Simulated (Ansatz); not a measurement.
A nudged elastic band was laid between two geometries of CH4AlFN (8 atoms, charge 1, multiplicity 1).

Level of theory: Ansatz, RKS r2SCAN/def2-SVP.

```json
{
 "movable images": "9",
 "climbing image": "yes",
 "spring": "5.0 eV/Å²",
 "optimiser": "fire",
 "start path": "IDPP",
 "force threshold": "0.05 eV/Å",
 "iteration limit": "60",
 "end points": "relaxed",
 "largest step": "0.5 Å"
}
```

Image 0:

```xyz
8
Properties=species:S:1:pos:R:3
C -0.465 1.135 -0.630
N -0.497 0.160 0.204
Al 0.840 -1.226 0.450
F 0.268 -2.190 1.646
H 0.393 1.248 -1.308
H -1.281 1.869 -0.687
H -1.335 0.126 0.802
H 2.076 -1.123 -0.478
```

Image 10:

```xyz
8
Properties=species:S:1:pos:R:3
C -0.566 1.076 -0.508
N -0.563 0.084 0.311
Al 0.893 -1.196 0.386
F 1.903 -0.617 -0.777
H 0.286 1.206 -1.191
H -1.399 1.792 -0.537
H -1.389 0.022 0.920
H 0.835 -2.367 1.397
```

Problem. What changes between the two ends?

Solution. No bond is made or broken. The dihedral C1–N2–Al3–F4 goes from 180 to 0°.

Problem. What energy profile does the band end with?

Solution. It converged. The highest image is number 5 of 0 to 10, 0.170 eV above the first end and 0.228 eV above the last; the last end lies 0.058 eV below the first. The order of the stationary point at the top wasn't checked. Limits of this set-up: the dipole of an ion depends on the origin.

| image | path coordinate (Å) | energy (eV) | dihedral C1–N2–Al3–F4 (°) |
| --- | --- | --- | --- |
| 0 | 0.00 | 0.000 | 180 |
| 1 | 0.49 | 0.017 | 160 |
| 2 | 0.97 | 0.061 | 140 |
| 3 | 1.46 | 0.113 | 120 |
| 4 | 1.95 | 0.155 | 101 |
| 5 | 2.43 | 0.170 | 83 |
| 6 | 2.91 | 0.151 | 66 |
| 7 | 3.38 | 0.099 | 49 |
| 8 | 3.86 | 0.027 | 32 |
| 9 | 4.33 | -0.035 | 16 |
| 10 | 4.81 | -0.058 | 0 |

Problem. What is the geometry of the highest image?

Solution. 
```xyz
8
Properties=species:S:1:pos:R:3:forces:R:3
C -0.504 1.272 -0.074 0.01 0.01 0.00
N -0.584 -0.007 -0.146 0.00 0.01 0.02
Al 0.884 -1.284 0.048 0.00 0.00 0.02
F 1.048 -1.480 1.669 0.03 -0.04 0.01
H 0.477 1.761 0.004 -0.02 0.02 0.02
H -1.400 1.907 -0.082 -0.01 0.00 -0.05
H -1.550 -0.358 -0.214 0.02 0.00 0.00
H 1.629 -1.812 -1.205 -0.03 0.01 -0.01
```

The run took 15 min on 2 threads of Arm Neoverse V1, with other jobs on the host, peak memory 0.13 GiB.
